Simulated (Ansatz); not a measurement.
Calculated with Ansatz (gas phase, PBE0-D4/def2-TZVP geometries, no zero-point term in ΔE). CBS: MP2 limit from def2 TZ/QZ plus the TZ coupled-cluster correction, frozen cores. DFT in def2-TZVPP. B3LYP here is the variant with VWN-RPA as its local correlation; programs differ in this. No spin–orbit coupling; open shells (•) take unrestricted orbitals. One conformer a species, not always the lowest.

Reaction (homolysis of the O–Si bond): `CO[SiH2]OC(C)=O` → `C[O]`• + `CC(=O)O[SiH2]`•

```tsv
level	ΔE (kJ/mol)
B3LYP-D4	482.5
r2SCAN	473.2
```

**Question.** What does CCSD(T)/CBS give? (Best estimate.)

**Answer.** Ansatz gave: +522.5 kJ/mol. The listed levels differ from it by -40.0, -49.3 kJ/mol.

Largest T1 diagnostic among the species: 0.019.

The D4 term adds +11.8 kJ/mol with B3LYP and +6.7 kJ/mol with PBE0; it sums over pairs of atoms, weighted by their polarisabilities, and B3LYP, whose exchange is more repulsive, gets the larger term. In def2-TZVPP, CCSD(T) changes the Hartree–Fock value by +122.9 kJ/mol (the triples alone add +8.1 kJ/mol) and MP2 by +159.2 kJ/mol; breaking electron pairs costs correlation energy, which Hartree–Fock lacks. From PBE to PBE0 (25 % exact exchange), in def2-TZVPP and without D4, ΔE moves by +8.3 kJ/mol.
